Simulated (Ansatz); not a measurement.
Mulliken charges of H$_{4}$NO$_{2}$Si (`N[Si](O)O`) radical from PBE/def2-TZVPP in Ansatz (PBE0-D4/def2-TZVP geometry).

| atom | x (Å) | y (Å) | z (Å) | charge (e) |
| --- | --- | --- | --- | --- |
| N1 | -0.498 | 1.267 | 0.129 | -0.339 |
| Si2 | 0.096 | -0.244 | -0.376 | 0.294 |
| O3 | 1.642 | -0.288 | 0.203 | -0.310 |
| O4 | -0.956 | -1.335 | 0.278 | -0.310 |
| H5 | 0.071 | 2.094 | 0.065 | 0.153 |
| H6 | -1.484 | 1.467 | 0.111 | 0.153 |
| H7 | 2.251 | -0.848 | -0.281 | 0.179 |
| H8 | -1.029 | -2.171 | -0.184 | 0.179 |

Problem. By hand: the dipole of these point charges (1 e Å = 4.8032 D).

Solution. Σ q r = (-0.013, 0.006, -0.360) e Å, of length 0.360 e Å = 1.73 D.

Problem. How does the dipole of the full density compare? (An estimate is asked.)

Solution. Ansatz gave: (0.013, -0.053, -0.310) e Å, 1.51 D; the point charges give 1.15 times that, at 12° from its direction.

Point charges leave out the atoms' own dipoles, such as those of lone pairs, and Mulliken's split depends on the basis, so the close match here is no proof of good charges.
